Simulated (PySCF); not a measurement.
Spectrum to structure. Computed with TDDFT CAM-B3LYP/def2-SVPD, vertical, gas phase, core orbitals frozen in the response (PySCF 2.14.0, density-fitted response routines). Geometries: PBE0-D3(BJ)/def2-SVP, one conformer each.

| state | E (eV) | λ (nm) | f |
| --- | --- | --- | --- |
| S1 | 4.97 | 249.7 | 0.0000 |
| S2 | 5.82 | 212.9 | 0.0000 |
| S3 | 6.09 | 203.5 | 0.066 |
| S4 | 6.94 | 178.5 | 0.0002 |
| S5 | 7.58 | 163.5 | 0.049 |
| S6 | 8.13 | 152.5 | 0.023 |
| S7 | 8.56 | 144.8 | 0.039 |
| S8 | 8.58 | 144.4 | 0.156 |
| S9 | 8.74 | 141.9 | 0.440 |
| S10 | 8.75 | 141.6 | 0.010 |

Orbital energies (eV): HOMO-3 -11.48, HOMO-2 -10.92, HOMO-1 -10.37, HOMO -9.98, LUMO -0.52, LUMO+1 0.96, LUMO+2 1.49.

Question: Which candidate is it?
A. `C=P(C)(C)C`
B. `C#CC(=O)O`
C. `[SiH3][Si](C)([SiH3])[SiH3]`

Answer: B. Its S1 lies at 4.97 eV; the nearest of the others has S1 at 4.51 eV. S1 is HOMO→LUMO (97%). Löwdin shares by element: HOMO carbon 51% or more, oxygen 43%; LUMO carbon 65%, oxygen 20% or more. At the same level the other candidates give, for their lowest levels:
- `C=P(C)(C)C`: 4.51 eV (f 0.050); 5.26 eV (f 0.003); 5.69 eV (f 0.021); 5.81 eV (f 0.000); 5.90 eV (f 0.046); HOMO -6.05, LUMO 1.03 eV
- `C[Si]([SiH3])([SiH3])[SiH3]`: 6.49 eV (f 0.058 summed over 2 states); 6.56 eV (f 0.002); 6.79 eV (f 0.004); 7.02 eV (f 0.197); 7.03 eV (f 0.189); T1 5.81 eV; HOMO -8.97, LUMO 0.63 eV

Shape of the structure used: `[CH:1]#[C:2][C:3](=[O:4])[OH:5]`: H–O5–C3–C2 180°.
Triplets come from the Tamm–Dancoff approximation.
